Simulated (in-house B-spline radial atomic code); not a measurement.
The numbers below are computed, except where a source is named.
# Co ion on Ge atom: potential, deflection and energy transfer

The pair potential comes from two frozen, spherical free-atom densities (PBE, B-spline radial code, scalar-relativistic past argon): electrostatics plus the change in Thomas-Fermi kinetic and Dirac exchange energy where they overlap, the recipe behind the universal ZBL potential, which averages such potentials (from solid-state densities) over many pairs. It is written V = (Z1 Z2 e²/r) φ(r/a), with e² = 14.3996 eV·Å and a = 0.46850 Å/(Z1^0.23 + Z2^0.23); ZBL's fit is φ = 0.18175 e^(−3.1998x) + 0.50986 e^(−0.94229x) + 0.28022 e^(−0.4029x) + 0.02817 e^(−0.20162x). Where φ falls below 4e-4 it is continued as an exponential.

Masses 58.93 and 72.63 u.

```json
{"x = r/a": "0.1", "φ, this pair": "0.8936", "φ, ZBL": "0.8928"}
{"x = r/a": "0.5", "φ, this pair": "0.6242", "φ, ZBL": "0.6096"}
{"x = r/a": "1.5", "φ, this pair": "0.3134", "φ, ZBL": "0.2995"}
{"x = r/a": "3", "φ, this pair": "0.1376", "φ, ZBL": "0.1292"}
{"x = r/a": "5", "φ, this pair": "0.05445", "φ, ZBL": "0.05224"}
{"x = r/a": "8", "φ, this pair": "0.01705", "φ, ZBL": "0.01705"}
{"x = r/a": "12", "φ, this pair": "0.004543", "φ, ZBL": "0.00474"}
{"x = r/a": "17", "φ, this pair": "0.001183", "φ, ZBL": "0.001212"}
```

(1) At x = 0.5 the electrostatic, kinetic and exchange parts are 119747.24, 25254.18 and -672.25 eV. Find r, V and φ.

(2) The ion comes in at 209.4 keV with impact parameter 0.5381 Å. The scattering integral gives a centre-of-mass angle of 1.274° and a closest approach of 5.027 a. What are the reduced energy, the energy passed on and the laboratory angles?

Results:

(1) a = 0.46850/(2.1341 + 2.2191) = 0.10762 Å, so r = 0.05381 Å. V = 119747.24 + 25254.18 + (-672.25) = 144329.17 eV. The bare repulsion is 27 × 32 × 14.3996/0.05381 = 231200 eV, so φ = 0.6242, +2.4 % against ZBL's 0.6096. The kinetic (Pauli) term is 17 % of V here.

(2) ε = E a M2/(Z1 Z2 e² (M1 + M2)) = 209400 × 4.7756e-06 = 1. The most that one collision can pass on is γE with γ = 4 M1 M2/(M1 + M2)² = 0.9892. Here T = γE sin²(θ/2) = 0.9892 × 209400 × 0.0001236 = 25.61 eV. The ion turns by arctan(sin θ/(cos θ + M1/M2)) = 0.7°, and the struck atom leaves at (180° − θ)/2 = 89.4°. The closest approach is 0.541 Å. With ZBL the angle would be 1.22° and T = 23.34 eV.
